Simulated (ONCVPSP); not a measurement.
## Configuration tests for mercury (Hg) (ONCV)

```
Element                 : Hg
Generator               : ONCVPSP 4.0.1
Type                    : optimised norm-conserving Vanderbilt (ONCV)
Functional              : LDA (Perdew-Wang 92)
Relativity              : fully relativistic
Frozen core             : [Kr] 4d10
Valence charge          : 34
Reference configuration : 4f14 5s2 5p6 5d10 6s1 6p1
Partial waves           : 5s+6s: rc 1.70 bohr, ncon 4, nbas 7, qcut 7.3 1/bohr, 2 projectors; 5p+6p: rc 1.95 bohr, ncon 4, nbas 6, qcut 8.1 1/bohr, 3 projectors, debl 0.8 Ha; 5d: rc 1.80 bohr, ncon 4, nbas 9, qcut 9.6 1/bohr, 2 projectors, debl 1.9 Ha; 4f: rc 0.50 bohr, ncon 3, nbas 7, qcut 31.7 1/bohr, local
Local potential         : the f channel
Core correction         : Teter function, fcfact 4.75, rcfact 1.35
```

Open shells are filled in proportion to 2j + 1.

Energies are relative to the spin-unpolarised reference configuration 4f14 5s2 5p6 5d10 6s1 6p1; without spin polarisation the order of configurations can differ from experiment. The f channel is local and has no spin–orbit splitting in the pseudo-atom.

| valence configuration | charge | ΔE all-electron (eV) | error AE − PS (meV) |
| --- | --- | --- | --- |
| 4f14 5s2 5p6 5d10 6s2 6p0 | 0 | -6.086 | -1.3 |
| 4f14 5s2 5p6 5d10 6s1 6p0 | +1 | 4.966 | 0.0 |

(1) What are ΔE and the potential's error for 4f14 5s2 5p6 5d10 6s1.5 6p0?

(2) What are ΔE and the potential's error for 4f14 5s2 5p6 5d10 6s0 6p0?

Note: ghosts flagged at negative energy: s at -2377.2 eV, s at -291.2 eV, p3/2 at -1472.1 eV, d5/2 at -677.9 eV, p1/2 at -1342.9 eV and 1 more; GHOST(+) flagged for p3/2 at 305.7 eV. A true bound ghost makes a file unfit for plane-wave use. The potential misses its own reference levels by up to 2.4 eV, so it is not fit for use.

Answers

(1) ΔE = -1.557 eV all-electron; the error (AE − PS) is -0.3 meV.

(2) ΔE = 24.363 eV all-electron; the error (AE − PS) is -3.9 meV.
